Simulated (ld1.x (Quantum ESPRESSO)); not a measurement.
# Building the TM potential for zirconium (LDA (PZ), non-relativistic).

Input for ld1.x (Quantum ESPRESSO) 7.5:

```
&input
   title='Zr', zed=40., rel=0, dft='PZ', iswitch=3,
   config='[Kr] 4d3 5s1 5p0',
   nld=3, rlderiv=3.25, eminld=-4.0, emaxld=5.0, deld=0.02
 /
 &inputp
   pseudotype=2, tm=.true., lloc=0,
   nlcc=.true., new_core_ps=.true.,
   file_pseudopw='Zr.UPF', file_wfcaegen='ae.wfc', file_wfcncgen='nc.wfc', file_beta='beta', file_chi='chi'
 /
3
4P  2  1   6.00   0.00  1.75  1.75  0.0
4D  3  2   3.00   0.00  1.85  1.85  0.0
5S  1  0   1.00   0.00  3.00  3.00  0.0
 &test
   configts(1)='4p6 4d3 5s1 5p0'
 /
```

Command:

```bash
ld1.x < Zr.in > Zr.out
```

The program printed (shortened: banner, matrices, multipoles, cross overlaps and the repeated all-electron block are left out):

```
Program LD1 v.7.5
     --------------------------- All-electron run ----------------------------

     Zr

     atomic number is 40.00
     dft =PZ   lsd =0 sic =0 latt =0  beta=0.20 tr2=1.0E-14
     Exchange-correlation= PZ
                           (   1   1   0   0   0   0   0)
     mesh =1225 r(mesh) = 100.59681 a.u. xmin = -7.00 dx = 0.01250
     1 Ry =  13.60569312 eV

     n l     nl                  e(Ry)          e(Ha)          e(eV)
     1 0     1S 1( 2.00)     -1278.4167      -639.2084    -17393.7453
     2 0     2S 1( 2.00)      -174.2922       -87.1461     -2371.3669
     2 1     2P 1( 6.00)      -159.8395       -79.9197     -2174.7270
     3 0     3S 1( 2.00)       -28.2816       -14.1408      -384.7907
     3 1     3P 1( 6.00)       -22.8495       -11.4247      -310.8832
     4 0     4S 1( 2.00)        -3.6708        -1.8354       -49.9436
     4 1     4P 1( 6.00)        -2.2147        -1.1073       -30.1322
     3 2     3D 1(10.00)       -12.9089        -6.4545      -175.6345
     4 2     4D 1( 3.00)        -0.1948        -0.0974        -2.6501
     5 0     5S 1( 1.00)        -0.2793        -0.1396        -3.7998
     5 1     5P 1( 0.00)        -0.0919        -0.0459        -1.2500

     final scf error:  1.5E-15 reached in  44 iterations

     Etot =   -7073.385124 Ry,   -3536.692562 Ha,  -96238.307339 eV

     Ekin =    7068.194305 Ry,    3534.097152 Ha,   96167.682644 eV
     Encl =  -16860.160572 Ry,   -8430.080286 Ha, -229394.170746 eV
     Eh   =    2935.146217 Ry,    1467.573108 Ha,   39934.698694 eV
     Exc  =    -216.565073 Ry,    -108.282537 Ha,   -2946.517930 eV

     normalization and overlap integrals

     s(1S/1S) =  1.000000  <r> =   0.0382  <r2> =    0.0020  r(max) =   0.0253
     s(2S/2S) =  1.000000  <r> =   0.1676  <r2> =    0.0330  r(max) =   0.1421
     s(2P/2P) =  1.000000  <r> =   0.1438  <r2> =    0.0252  r(max) =   0.1120
     s(3S/3S) =  1.000000  <r> =   0.4711  <r2> =    0.2543  r(max) =   0.4215
     s(3P/3P) =  1.000000  <r> =   0.4678  <r2> =    0.2549  r(max) =   0.4060
     s(4S/4S) =  1.000000  <r> =   1.2437  <r2> =    1.7578  r(max) =   1.1036
     s(4P/4P) =  1.000000  <r> =   1.3886  <r2> =    2.2204  r(max) =   1.1896
     s(3D/3D) =  1.000000  <r> =   0.4517  <r2> =    0.2467  r(max) =   0.3451
     s(4D/4D) =  1.000000  <r> =   2.4592  <r2> =    7.7587  r(max) =   1.6260
     s(5S/5S) =  1.000000  <r> =   3.9628  <r2> =   18.0035  r(max) =   3.3155
     s(5P/5P) =  1.000000  <r> =   5.4963  <r2> =   35.2149  r(max) =   4.4199

     ------------------------ End of All-electron run ------------------------

     --------------------- Generating NC pseudopotential ---------------------

      Generating local pot.: lloc=0, matching radius rcloc =   3.0000

      Computing core charge for nlcc:

       r > 0.85 : true rho core
      Core charge pseudized with two Bessel functions
      Integrated core pseudo-charge :  13.45

      Wfc   4P  rcut= 1.753  Using Troullier-Martins method

      Wfc   4D  rcut= 1.842  Using Troullier-Martins method

     ------------------- End of pseudopotential generation -------------------

     Computing logarithmic derivative in   3.25402
     Computing logarithmic derivative in   3.25402
     Computing the partial wave expansion
       no projector for channel:   0
     R is outside the sphere for l=    1 j= 0.00
     R is outside the sphere for l=    2 j= 0.00

     ---------------------- Testing the pseudopotential ----------------------

     Zr

     atomic number is 40.00   valence charge is 10.00
     dft =PZ   lsd =0 sic =0 latt =0  beta=0.20 tr2=1.0E-14
     mesh =1225 r(mesh) = 100.59681 xmin = -7.00 dx = 0.01250

     n l     nl             e AE (Ry)        e PS (Ry)    De AE-PS (Ry)
     2 1     4P   1( 6.00)       -2.21467       -2.21467        0.00000
     3 2     4D   1( 3.00)       -0.19478       -0.19478        0.00000
     1 0     5S   1( 1.00)       -0.27928       -0.27928        0.00000
     3 1     5P   1( 0.00)       -0.09188       -0.06657       -0.02531  !

     eps = 6.6E-15  iter = 10

     Etot =   -7073.385124 Ry,   -3536.692562 Ha,  -96238.307339 eV
     Etotps =   -96.774336 Ry,     -48.387168 Ha,   -1316.681919 eV

     Ekin =      25.162865 Ry,      12.581432 Ha,     342.358214 eV
     Encl =     -79.814451 Ry,     -39.907225 Ha,   -1085.930923 eV
     Ehrt =      48.698274 Ry,      24.349137 Ha,     662.573776 eV
     Ecxc =     -46.874185 Ry,     -23.437092 Ha,    -637.755771 eV
     (Ecc =     -35.614074 Ry,     -17.807037 Ha,    -484.554167 eV)
     Epseu=     -43.946840 Ry,     -21.973420 Ha,    -597.927216 eV

     ---------------------- End of pseudopotential test ----------------------
```

Generation and configuration tests took about 1.5 s on one core of a shared server CPU.

Transferability test of the new file with ld1.x, input:

```
&input
   title='Zr', zed=40., rel=0, dft='PZ', iswitch=2,
   config='[Kr] 4d3 5s1 5p0'
 /
 &test
   file_pseudo='Zr.UPF', nconf=10,
   configts(1)='4p6 4d3 5s1 5p0',
   configts(2)='4p6 4d2 5s2 5p0',
   configts(3)='4p6 4d2 5s1 5p0',
   configts(4)='4p6 4d2 5s0 5p0',
   configts(5)='4p6 4d1 5s2 5p1',
   configts(6)='4p6 4d2 5s1 5p1',
   configts(7)='4p6 4d2 5s0 5p2',
   configts(8)='4p6 4d2 5s0 5p1',
   configts(9)='4p6 4d3 5s1 5p0', lsdts(9)=1,
   configts(10)='4p6 4d2 5s2 5p0', lsdts(10)=1
 /
```

```bash
ld1.x < Zr.test.in > Zr.test.out
```

Pseudopotential blocks of its output, shortened (energy terms left out; the distinct warnings before each block abridged to one line each):

```
     ---------------------- Testing the pseudopotential ----------------------

     n l     nl             e AE (Ry)        e PS (Ry)    De AE-PS (Ry)
     2 1     4P   1( 6.00)       -2.21467       -2.21467        0.00000
     3 2     4D   1( 3.00)       -0.19478       -0.19478        0.00000
     1 0     5S   1( 1.00)       -0.27928       -0.27928        0.00000
     3 1     5P   1( 0.00)       -0.09188       -0.06657       -0.02531  !

     eps = 6.6E-15  iter = 10

     Etot =   -7073.385124 Ry,   -3536.692562 Ha,  -96238.307339 eV
     Etotps =   -96.774336 Ry,     -48.387168 Ha,   -1316.681919 eV

     ---------------------- End of pseudopotential test ----------------------

          ---------------------- Testing the pseudopotential ----------------------

     n l     nl             e AE (Ry)        e PS (Ry)    De AE-PS (Ry)
     2 1     4P   1( 6.00)       -2.37256       -2.38947        0.01690  !
     3 2     4D   1( 2.00)       -0.30136       -0.30764        0.00628  !
     1 0     5S   1( 2.00)       -0.32536       -0.32392       -0.00143
     3 1     5P   1( 0.00)       -0.11648       -0.08214       -0.03434  !

     eps = 1.1E-15  iter = 12

     Etot =   -7073.441321 Ry,   -3536.720660 Ha,  -96239.071934 eV
     Etotps =   -96.826944 Ry,     -48.413472 Ha,   -1317.397686 eV
     dEtot_ae =      -0.056197 Ry
     dEtot_ps =      -0.052608 Ry,   Delta E=      -0.003589 Ry

     ---------------------- End of pseudopotential test ----------------------

          ---------------------- Testing the pseudopotential ----------------------

     n l     nl             e AE (Ry)        e PS (Ry)    De AE-PS (Ry)
     2 1     4P   1( 6.00)       -2.86317       -2.87639        0.01322  !
     3 2     4D   1( 2.00)       -0.77209       -0.77757        0.00548  !
     1 0     5S   1( 1.00)       -0.73112       -0.73050       -0.00062
     3 1     5P   1( 0.00)       -0.47212       -0.40882       -0.06330  !

     eps = 2.6E-15  iter =  9

     Etot =   -7072.917122 Ry,   -3536.458561 Ha,  -96231.939841 eV
     Etotps =   -96.303910 Ry,     -48.151955 Ha,   -1310.281449 eV
     dEtot_ae =       0.468002 Ry
     dEtot_ps =       0.470426 Ry,   Delta E=      -0.002423 Ry

     ---------------------- End of pseudopotential test ----------------------

          ---------------------- Testing the pseudopotential ----------------------

     n l     nl             e AE (Ry)        e PS (Ry)    De AE-PS (Ry)
     2 1     4P   1( 6.00)       -3.42958       -3.44129        0.01171  !
     3 2     4D   1( 2.00)       -1.30633       -1.31303        0.00670  !
     1 0     5S   1( 0.00)       -1.16519       -1.16904        0.00385
     3 1     5P   1( 0.00)       -0.85547       -0.75749       -0.09798  !

     eps = 3.6E-15  iter =  9

     Etot =   -7071.968898 Ry,   -3535.984449 Ha,  -96219.038602 eV
     Etotps =   -95.354681 Ry,     -47.677340 Ha,   -1297.366527 eV
     dEtot_ae =       1.416226 Ry
     dEtot_ps =       1.419655 Ry,   Delta E=      -0.003429 Ry

     ---------------------- End of pseudopotential test ----------------------

          Warning: n=2, l=1 expected 0 nodes, found 1
     ---------------------- Testing the pseudopotential ----------------------

     n l     nl             e AE (Ry)        e PS (Ry)    De AE-PS (Ry)
     2 1     4P   1( 6.00)       -2.65504       -2.73946        0.08442  !
     3 2     4D   1( 1.00)       -0.51394       -0.57251        0.05857  !
     1 0     5S   1( 2.00)       -0.42865       -0.45671        0.02806  !
     3 1     5P   1( 1.00)       -0.18489       -0.15376       -0.03113  !

     eps = 8.7E-16  iter = 14

     Etot =   -7073.186815 Ry,   -3536.593408 Ha,  -96235.609209 eV
     Etotps =   -96.509223 Ry,     -48.254611 Ha,   -1313.074871 eV
     dEtot_ae =       0.198309 Ry
     dEtot_ps =       0.265113 Ry,   Delta E=      -0.066804 Ry

     ---------------------- End of pseudopotential test ----------------------

          ---------------------- Testing the pseudopotential ----------------------

     n l     nl             e AE (Ry)        e PS (Ry)    De AE-PS (Ry)
     2 1     4P   1( 6.00)       -2.45786       -2.51488        0.05702  !
     3 2     4D   1( 2.00)       -0.37597       -0.41980        0.04383  !
     1 0     5S   1( 1.00)       -0.37596       -0.40123        0.02528  !
     3 1     5P   1( 1.00)       -0.15738       -0.13718       -0.02021  !

     eps = 2.4E-15  iter = 12

     Etot =   -7073.227828 Ry,   -3536.613914 Ha,  -96236.167211 eV
     Etotps =   -96.574924 Ry,     -48.287462 Ha,   -1313.968777 eV
     dEtot_ae =       0.157296 Ry
     dEtot_ps =       0.199412 Ry,   Delta E=      -0.042116 Ry

     ---------------------- End of pseudopotential test ----------------------

          ---------------------- Testing the pseudopotential ----------------------

     n l     nl             e AE (Ry)        e PS (Ry)    De AE-PS (Ry)
     2 1     4P   1( 6.00)       -2.53605       -2.63479        0.09874  !
     3 2     4D   1( 2.00)       -0.44339       -0.52451        0.08112  !
     1 0     5S   1( 0.00)       -0.41930       -0.46820        0.04889  !
     3 1     5P   1( 2.00)       -0.19060       -0.17906       -0.01154  !

     eps = 4.9E-15  iter = 12

     Etot =   -7073.004127 Ry,   -3536.502064 Ha,  -96233.123612 eV
     Etotps =   -96.298285 Ry,     -48.149143 Ha,   -1310.204917 eV
     dEtot_ae =       0.380997 Ry
     dEtot_ps =       0.476051 Ry,   Delta E=      -0.095054 Ry

     ---------------------- End of pseudopotential test ----------------------

          ---------------------- Testing the pseudopotential ----------------------

     n l     nl             e AE (Ry)        e PS (Ry)    De AE-PS (Ry)
     2 1     4P   1( 6.00)       -2.94132       -3.00532        0.06400  !
     3 2     4D   1( 2.00)       -0.83912       -0.88971        0.05059  !
     1 0     5S   1( 0.00)       -0.77618       -0.80563        0.02946  !
     3 1     5P   1( 1.00)       -0.51334       -0.47063       -0.04271  !

     eps = 5.4E-15  iter = 12

     Etot =   -7072.656507 Ry,   -3536.328254 Ha,  -96228.394003 eV
     Etotps =   -95.976733 Ry,     -47.988366 Ha,   -1305.829970 eV
     dEtot_ae =       0.728617 Ry
     dEtot_ps =       0.797604 Ry,   Delta E=      -0.068987 Ry

     ---------------------- End of pseudopotential test ----------------------

          ---------------------- Testing the pseudopotential ----------------------

     n l     nl             e AE (Ry)        e PS (Ry)    De AE-PS (Ry)
     2 1     4P   1( 3.00)       -2.23697       -2.23591       -0.00106
     3 2     4D   1( 3.00)       -0.22876       -0.22815       -0.00061
     1 0     5S   1( 1.00)       -0.30920       -0.30980        0.00060
     3 1     5P   1( 0.00)       -0.10901       -0.07854       -0.03047  !
     2 1     4P   2( 3.00)       -2.13704       -2.13412       -0.00292
     3 2     4D   2( 0.00)       -0.09888       -0.09690       -0.00198
     1 0     5S   2( 0.00)       -0.18644       -0.18501       -0.00143
     3 1     5P   2( 0.00)       -0.03262       -0.01936       -0.01326  !

     eps = 5.5E-15  iter = 15

     Etot =   -7073.501197 Ry,   -3536.750599 Ha,  -96239.886597 eV
     Etotps =   -96.892065 Ry,     -48.446032 Ha,   -1318.283697 eV
     dEtot_ae =      -0.116073 Ry
     dEtot_ps =      -0.117729 Ry,   Delta E=       0.001655 Ry

     ---------------------- End of pseudopotential test ----------------------

          ---------------------- Testing the pseudopotential ----------------------

     n l     nl             e AE (Ry)        e PS (Ry)    De AE-PS (Ry)
     2 1     4P   1( 3.00)       -2.39960       -2.41676        0.01716  !
     3 2     4D   1( 2.00)       -0.33056       -0.33730        0.00674  !
     1 0     5S   1( 1.00)       -0.34137       -0.34103       -0.00034
     3 1     5P   1( 0.00)       -0.12461       -0.08732       -0.03729  !
     2 1     4P   2( 3.00)       -2.32752       -2.34338        0.01586  !
     3 2     4D   2( 0.00)       -0.25797       -0.26355        0.00559  !
     1 0     5S   2( 1.00)       -0.30319       -0.30094       -0.00225
     3 1     5P   2( 0.00)       -0.10594       -0.07594       -0.03000  !

     eps = 5.8E-16  iter = 14

     Etot =   -7073.477487 Ry,   -3536.738744 Ha,  -96239.564003 eV
     Etotps =   -96.863688 Ry,     -48.431844 Ha,   -1317.897617 eV
     dEtot_ae =      -0.092363 Ry
     dEtot_ps =      -0.089352 Ry,   Delta E=      -0.003011 Ry

     ---------------------- End of pseudopotential test ----------------------
```
